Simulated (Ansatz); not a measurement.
Input file for Ansatz (a program for electronic structure): R-BLYP/def2-TZVPP on CAu4 (SMILES [Au][C]([Au])([Au])[Au]). Elements past Kr take the def2 small-core potentials; no spin–orbit coupling.

Ansatz 0.2 input:
```yaml
crystal:
  periodic: [false, false, false]
  atoms:
    - {symbol: C, position_ang: [0.00000000, 0.00000000, 0.00000000]}
    - {symbol: Au, position_ang: [2.08614253, -0.00000000, 0.00000000]}
    - {symbol: Au, position_ang: [-2.08614253, 0.00000000, 0.00000000]}
    - {symbol: Au, position_ang: [-0.00000000, 2.08614253, -0.00000000]}
    - {symbol: Au, position_ang: [-0.00000000, -2.08614253, -0.00000000]}
basis:
  gaussian:
    orbitals: def2-TZVPP
hamiltonian:
  xc: {name: BLYP}
scf: {lower_state_search: off}
```

It printed:

```
WARN ansatz: RAYON_NUM_THREADS=4 ignored (pool sized by the plan → 4); use --threads N
Functional definition: BLYP
these checks for a lower state are left out or cut short: stability, starts, cluster_reference, orbital_swaps, neighbouring_geometries, increment
integrals: 0.26 GiB planned
1672 factors; their error is unknown
mean field: 1.58 GiB planned
mean field evaluation 1: about -15787.0701 eV, gradient 9.9e1 eV
mean field evaluation 2: about -15585.6046 eV, gradient 3.0e2 eV
mean field evaluation 4: about -15798.3841 eV, gradient 6.5e1 eV
mean field evaluation 8: about -15807.8412 eV, gradient 9.3e0 eV
mean field evaluation 16: about -15808.1268 eV, gradient 6.9e-2 eV
mean field -15808.12683413 eV, -580.9379460209 hartree, gradient 4.8e-6 eV, S^2 0.000000; 0 other end points of the search recorded, 0 dependent functions left out
reference -15808.12713951 eV, -580.9379572434 hartree; 41, 41 occupied and 214, 214 virtual orbitals, 1672 factors
Total energy: -15808.12713951 eV, -580.9379572434 hartree
Checks for a lower state left out: stability, starts, cluster_reference, orbital_swaps, neighbouring_geometries, increment
```

The calculation finished and met its thresholds.

Cost: about 8 core-seconds (a rough figure).
